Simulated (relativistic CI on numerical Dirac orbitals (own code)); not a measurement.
Ligand-field terms of d4

Computed with a parametric ligand-field model of a d^n configuration (Racah B and C, spin-orbit zeta, crystal field), exact diagonalisation.

Field parameters in Wybourne normalisation: Oh B⁴₀ = 21Dq, B⁴₄ = √(5/14) B⁴₀; Td as Oh with Dq negative (B⁴₀ = 21Dq, B⁴₄ = √(5/14) B⁴₀). The field is a parameter set, without covalency.

(1) Ground term and bands for B = 810, C = 2890, ζ = 0 cm⁻¹, Oh, 10Dq = 4050 cm⁻¹?

(2) A d4 ion in Oh symmetry has the ground term 3T1 and bands at 1T2 8484 cm⁻¹ (1179 nm), 5E 8678 cm⁻¹ (1152 nm), 1E 9378 cm⁻¹ (1066 nm), 3E 23760 cm⁻¹ (421 nm), 3T1 24508 cm⁻¹ (408 nm), 3T2 25274 cm⁻¹ (396 nm), 3A1 26338 cm⁻¹ (380 nm). Which parameters reproduce them?

(3) Ground term and bands for B = 730, C = 2720, ζ = 0 cm⁻¹, Oh, 10Dq = 13850 cm⁻¹?

(4) Ground term and bands for B = 720, C = 2940, ζ = 0 cm⁻¹, Td, 10Dq = -10050 cm⁻¹?

(5) Ground term and bands for B = 530, C = 2130, ζ = 0 cm⁻¹, Oh, 10Dq = 25450 cm⁻¹?

Results:

(1) Ground term 5E with 1.00 electrons in the two orbitals of the cubic e set. Spin-allowed: 5T2 4050 cm⁻¹ (2469 nm). Lowest spin-forbidden: 3T1 12682 cm⁻¹ (789 nm), 3E 15274 cm⁻¹ (655 nm), 3T1 16170 cm⁻¹ (618 nm).

(2) B = 660, C = 2930, ζ = 0 cm⁻¹, Oh, 10Dq = 26450 cm⁻¹.

(3) Ground term 5E with 1.00 electrons in the two orbitals of the cubic e set. Spin-allowed: 5T2 13850 cm⁻¹ (722 nm). Lowest spin-forbidden: 3T1 2806 cm⁻¹, 1T2 10521 cm⁻¹ (950 nm), 1E 11586 cm⁻¹ (863 nm).

(4) Ground term 5T2 with 2.00 electrons in the two orbitals of the cubic e set. Spin-allowed: 5E 10050 cm⁻¹ (995 nm). Lowest spin-forbidden: 1A1 4665 cm⁻¹ (2143 nm), 3T1 6705 cm⁻¹ (1491 nm), 3T2 10152 cm⁻¹ (985 nm).

(5) Ground term 3T1 with 0.02 electrons in the two orbitals of the cubic e set. Spin-allowed: 3E 23394 cm⁻¹ (427 nm), 3T1 23917 cm⁻¹ (418 nm), 3T2 24529 cm⁻¹ (408 nm), 3A1 25453 cm⁻¹ (393 nm). Lowest spin-forbidden: 1T2 6460 cm⁻¹ (1548 nm), 1E 7159 cm⁻¹ (1397 nm), 5E 12163 cm⁻¹ (822 nm).
